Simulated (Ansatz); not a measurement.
Relaxation of C3H8O2Si (14 atoms, charge 0, multiplicity 1), to a largest force component of 0.03 eV/Å in at most 50 steps.

Computed with RHF/def2-SVP in Ansatz 0.2.0.

```xyz
14
Properties=species:S:1:pos:R:3
H -1.467 2.005 1.057
Si -0.504 0.175 -0.723
C 0.654 -0.514 0.565
C 0.902 -1.595 -0.185
C 0.078 -1.479 -1.462
O 1.154 -0.207 1.761
H 0.770 0.614 2.059
O -0.673 2.275 1.515
H -1.944 0.321 -0.375
H -0.121 1.423 -1.430
H 1.567 -2.417 0.066
H -0.676 -2.261 -1.586
H 0.670 -1.432 -2.380
H -0.409 3.092 1.118
```

Question: Where does it end, and by what steps?

Answer: It converged. The force dipped under the threshold on the way, but the program's further checks kept it going. After 15 steps the energy has fallen by 0.110 eV; H1 moved furthest, 0.98 Å.

| step | energy less start (eV) | largest force component (eV/Å) | accepted |
| --- | --- | --- | --- |
| 0 | 0.0000 | 0.411 | yes |
| 1 | -0.0225 | 1.601 | yes |
| 2 | -0.0554 | 1.161 | yes |
| 3 | -0.0575 | 1.824 | yes |
| 4 | -0.0990 | 0.122 | yes |
| 5 | -0.0957 | 0.432 | no |
| 6 | -0.1047 | 0.083 | yes |
| 7 | -0.1081 | 0.090 | yes |
| 8 | -0.1073 | 0.333 | no |
| 9 | -0.1087 | 0.019 | yes |
| 10 | -0.1091 | 0.239 | yes |
| 11 | -0.1099 | 0.046 | yes |
| 12 | -0.1101 | 0.068 | yes |
| 13 | -0.1103 | 0.071 | yes |
| 14 | -0.1104 | 0.042 | yes |
| 15 | -0.1104 | 0.020 | yes |

```xyz
14
Properties=species:S:1:pos:R:3
H -1.453 2.431 1.939
Si -0.538 0.069 -0.926
C 0.568 -0.494 0.471
C 0.896 -1.611 -0.189
C 0.160 -1.596 -1.527
O 0.979 -0.097 1.675
H 0.574 0.735 1.881
O -0.569 2.324 1.621
H -2.000 0.155 -0.677
H -0.155 1.290 -1.680
H 1.566 -2.396 0.154
H -0.553 -2.414 -1.658
H 0.815 -1.572 -2.402
H -0.290 3.176 1.319
```

Whether the end is a true minimum wasn't checked by a vibrational analysis.

Time of the run: 39 s on 2 threads of Arm Neoverse V1, on a shared host, peak memory 0.29 GiB.
